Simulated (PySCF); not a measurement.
PySCF input (M06-2X/def2-TZVPD):

```python
from pyscf import gto, scf, dft

mol = gto.M(
    atom='''
    O    -0.35430591    1.36020506    0.13305980
    S    -0.23161050   -0.04337790   -0.35678804
    O    -0.87606018   -1.00492282    0.56807944
    O     1.48814623   -0.30474803   -0.07230899
    H     1.64352704    0.28977270    0.67796676
    ''',
    basis='def2-tzvpd',
    charge=-1,
    spin=0,
    verbose=4,
)

mf = dft.RKS(mol, xc='m062x').density_fit(auxbasis='def2-universal-jkfit')
mf.grids.level = 4
mf.conv_tol = 1e-9
mf.max_cycle = 100
mf.max_memory = 1500
mf.kernel()
if not mf.converged:
    mf = mf.newton()
    mf.kernel(mf.make_rdm1())
mf.analyze()
```

Output:

```
PySCF version 2.14.0

[INPUT] verbose = 4
[INPUT] num. atoms = 5
[INPUT] num. electrons = 42
[INPUT] charge = -1
[INPUT] spin (= nelec alpha-beta = 2S) = 0
[INPUT] symmetry False subgroup None
[INPUT] Mole.unit = angstrom
[INPUT] Symbol           X                Y                Z      unit          X                Y                Z       unit  Magmom
[INPUT]  1 O     -0.354305910000   1.360205060000   0.133059800000 AA   -0.669541134215   2.570415036648   0.251446580189 Bohr   0.0
[INPUT]  2 S     -0.231610500000  -0.043377900000  -0.356788040000 AA   -0.437680412574  -0.081972350859  -0.674231680120 Bohr   0.0
[INPUT]  3 O     -0.876060180000  -1.004922820000   0.568079440000 AA   -1.655513808837  -1.899028906126   1.073514558596 Bohr   0.0
[INPUT]  4 O      1.488146230000  -0.304748030000  -0.072308990000 AA    2.812188808004  -0.575890313701  -0.136644187444 Bohr   0.0
[INPUT]  5 H      1.643527040000   0.289772700000   0.677966760000 AA    3.105815983917   0.547591041376   1.281171497959 Bohr   0.0

nuclear repulsion = 181.783420780113
number of shells = 63
number of NR pGTOs = 248
number of NR cGTOs = 175
basis = def2-tzvpd
ecp = {}

******** <class 'pyscf.df.df_jk.DFRKS'> ********
method = DFRKS
initial guess = minao
damping factor = 0
level_shift factor = 0
DIIS = <class 'pyscf.scf.diis.CDIIS'>
diis_start_cycle = 1
diis_space = 8
diis_damp = 0
SCF conv_tol = 1e-09
SCF conv_tol_grad = None
SCF max_cycles = 100
direct_scf = False
XC library pyscf.dft.libxc version 7.1.2
    S. Lehtola, C. Steigemann, M. J. T. Oliveira, and M. A. L. Marques,  SoftwareX 7, 1–5 (2018)
XC functionals = m062x
    Y. Zhao and D. G. Truhlar,  Theor. Chem. Acc. 120, 215 (2008)
    Y. Zhao and D. G. Truhlar,  Theor. Chem. Acc. 120, 215 (2008)
radial grids:
    Treutler-Ahlrichs [JCP 102, 346 (1995); DOI:10.1063/1.469408] (M4) radial grids

becke partition: Becke, JCP 88, 2547 (1988); DOI:10.1063/1.454033
pruning grids: <function nwchem_prune>
grids dens level: 4
symmetrized grids: False
atomic radii adjust function: <function treutler_atomic_radii_adjust>
small_rho_cutoff = 0
Set gradient conv threshold to 3.16228e-05
Initial guess from minao.
tot grids = 129184
******** <class 'pyscf.df.df.DF'> ********
auxbasis = def2-universal-jkfit
init E= -625.072811975363
  HOMO = -0.312415125233095  LUMO = -0.0396536701889762  gap/eV = 7.42222
cycle= 1 E= -624.307101381156  delta_E= 0.766  |g|= 1.11  |ddm|= 2.03
  HOMO = -0.000896580834916269  LUMO = 0.142017880522749  gap/eV = 3.88890
cycle= 2 E= -624.106228063178  delta_E= 0.201  |g|= 1.58  |ddm|= 1.75
[...]
cycle= 11 E= -624.535105933353  delta_E= -3.77e-10  |g|= 5.4e-06  |ddm|= 0.000107
  HOMO = -0.107309293034419  LUMO = 0.142557932563823  gap/eV = 6.79923
Extra cycle  E= -624.535105933365  delta_E= -1.16e-11  |g|= 2.36e-06  |ddm|= 1.29e-05
converged SCF energy = -624.535105933365
**** SCF Summaries ****
Total Energy =                        -624.535105933364889
Nuclear Repulsion Energy =             181.783420780113005
One-electron Energy =                -1232.191147080041674
Two-electron Energy =                  425.872620366563694
Two-electron Coulomb Energy =          477.907546486963668
DFT Exchange-Correlation Energy =      -52.034926120399959
HOMO-LUMO gap [eV] =                     6.799233529500187
**** MO energy ****
MO #1   energy= -89.8453419449589  occ= 2
MO #2   energy= -19.4434399264341  occ= 2
MO #3   energy= -19.4010771896077  occ= 2
MO #4   energy= -19.4006041361512  occ= 2
MO #5   energy= -8.17911105452927  occ= 2
MO #6   energy= -6.10012131961493  occ= 2
MO #7   energy= -6.09801987568932  occ= 2
MO #8   energy= -6.0948565351721   occ= 2
MO #9   energy= -1.00276218284768  occ= 2
MO #10  energy= -0.909351873367347 occ= 2
MO #11  energy= -0.882157647347987 occ= 2
MO #12  energy= -0.505714526577172 occ= 2
MO #13  energy= -0.374667132187454 occ= 2
MO #14  energy= -0.338825720476722 occ= 2
MO #15  energy= -0.317930114825934 occ= 2
MO #16  energy= -0.289432529618547 occ= 2
MO #17  energy= -0.228320237143003 occ= 2
MO #18  energy= -0.19292560024473  occ= 2
MO #19  energy= -0.173327041350817 occ= 2
MO #20  energy= -0.152706321699491 occ= 2
MO #21  energy= -0.107309293034419 occ= 2
MO #22  energy= 0.142557932563823  occ= 0
MO #23  energy= 0.149074868594685  occ= 0
MO #24  energy= 0.150983360649148  occ= 0
MO #25  energy= 0.160854809123676  occ= 0
MO #26  energy= 0.206456536747967  occ= 0
MO #27  energy= 0.217427837353321  occ= 0
MO #28  energy= 0.220629199708634  occ= 0
MO #29  energy= 0.233136931414017  occ= 0
MO #30  energy= 0.242047220784835  occ= 0
MO #31  energy= 0.256624462832559  occ= 0
MO #32  energy= 0.281337702753428  occ= 0
MO #33  energy= 0.29010779543353   occ= 0
MO #34  energy= 0.293321309205561  occ= 0
MO #35  energy= 0.29903666829618   occ= 0
MO #36  energy= 0.309476694728053  occ= 0
MO #37  energy= 0.321101776284656  occ= 0
MO #38  energy= 0.369289461207942  occ= 0
MO #39  energy= 0.383868901400065  occ= 0
MO #40  energy= 0.400731040865682  occ= 0
MO #41  energy= 0.421954476411089  occ= 0
MO #42  energy= 0.433824943098568  occ= 0
MO #43  energy= 0.442473464288458  occ= 0
MO #44  energy= 0.458282809113574  occ= 0
MO #45  energy= 0.472039819483994  occ= 0
MO #46  energy= 0.480962949046335  occ= 0
MO #47  energy= 0.487873062037196  occ= 0
MO #48  energy= 0.493651463159212  occ= 0
MO #49  energy= 0.499454421813456  occ= 0
MO #50  energy= 0.568475181698675  occ= 0
MO #51  energy= 0.599325402564208  occ= 0
MO #52  energy= 0.624370575587812  occ= 0
MO #53  energy= 0.634209472112153  occ= 0
MO #54  energy= 0.637922085992343  occ= 0
MO #55  energy= 0.652934636676899  occ= 0
MO #56  energy= 0.669706119095768  occ= 0
MO #57  energy= 0.679317162832782  occ= 0
MO #58  energy= 0.711302888309481  occ= 0
MO #59  energy= 0.719467010292241  occ= 0
MO #60  energy= 0.734382608010087  occ= 0
MO #61  energy= 0.743971329611805  occ= 0
MO #62  energy= 0.753501958908509  occ= 0
MO #63  energy= 0.762255931196895  occ= 0
MO #64  energy= 0.766116651776864  occ= 0
MO #65  energy= 0.785676816081211  occ= 0
MO #66  energy= 0.850308240835802  occ= 0
MO #67  energy= 0.872951009893492  occ= 0
MO #68  energy= 0.882069255872004  occ= 0
MO #69  energy= 0.890882112071331  occ= 0
MO #70  energy= 0.91413972189568   occ= 0
MO #71  energy= 0.976780600963299  occ= 0
MO #72  energy= 0.997117266602543  occ= 0
MO #73  energy= 1.02959565522256   occ= 0
MO #74  energy= 1.04125327289571   occ= 0
MO #75  energy= 1.0610603426656    occ= 0
MO #76  energy= 1.07583322140185   occ= 0
MO #77  energy= 1.10174653637098   occ= 0
MO #78  energy= 1.11332659457022   occ= 0
MO #79  energy= 1.14059641483036   occ= 0
MO #80  energy= 1.15774165474291   occ= 0
MO #81  energy= 1.19748738503851   occ= 0
MO #82  energy= 1.22243154605215   occ= 0
MO #83  energy= 1.27202883675014   occ= 0
MO #84  energy= 1.27829290378896   occ= 0
MO #85  energy= 1.31336778797226   occ= 0
MO #86  energy= 1.37977417307923   occ= 0
MO #87  energy= 1.71880062735043   occ= 0
MO #88  energy= 1.73910422041641   occ= 0
MO #89  energy= 1.76607947408054   occ= 0
MO #90  energy= 1.78859398287002   occ= 0
MO #91  energy= 1.8060043252377    occ= 0
MO #92  energy= 1.82806586983319   occ= 0
MO #93  energy= 1.83715672873158   occ= 0
MO #94  energy= 1.92133802771716   occ= 0
MO #95  energy= 1.96930165178606   occ= 0
MO #96  energy= 1.98504157943704   occ= 0
MO #97  energy= 2.0192115335834    occ= 0
MO #98  energy= 2.02563162834337   occ= 0
MO #99  energy= 2.04174798661506   occ= 0
MO #100 energy= 2.07128016181157   occ= 0
MO #101 energy= 2.09682214170466   occ= 0
MO #102 energy= 2.10843277620169   occ= 0
MO #103 energy= 2.18298161631133   occ= 0
MO #104 energy= 2.20724390639685   occ= 0
MO #105 energy= 2.26051266154864   occ= 0
MO #106 energy= 2.3074942049715    occ= 0
MO #107 energy= 2.39068164654864   occ= 0
[...]
```
